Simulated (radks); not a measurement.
Species: Hg69+. Configuration: [Ne] 3s1 (the NIST ground configuration).

Calculated with a radial shooting solver on a logarithmic mesh with Libxc functionals: non-relativistic Kohn-Sham, exchange-only B88, spin-polarised, spherical densities, point nucleus; open shells are filled with parallel spins first (spin-orbit coupling, left out, can overturn this in heavy ions); relativity is left out, which matters for an element this heavy.

Energy parts (eV):
part                  energy
total             -337493.35
kinetic            337493.35
electron-nucleus  -694973.89
Hartree             23752.59
exchange            -3765.38

Orbitals (lengths in bohr, moments of r in powers of bohr; r(max) is where P^2 peaks):
orbital  occ.  eigenvalue (eV)   r(max)      <r^2>      <r>
1s up       1        -81203.24  0.01255  0.0004776  0.01891
1s down     1        -81199.21  0.01256  0.0004777  0.01891
2s up       1        -18371.58  0.06767   0.007181  0.07839
2s down     1        -18366.43  0.06767   0.007176  0.07836
2p up       3        -17982.50  0.05241   0.005274  0.06614
2p down     3        -17978.16  0.05241   0.005271  0.06612
3s up       1        -7818.645   0.1747    0.03759   0.1820
3s down     0        -7785.962   0.1745    0.03758   0.1819

The highest occupied level is 3s up at -7818.6 eV. The electron density at the nucleus is 3.638e+05 e/bohr^3. The spin density at the nucleus is 5081 e/bohr^3 (1s 11, 2s -5, 3s 5075).
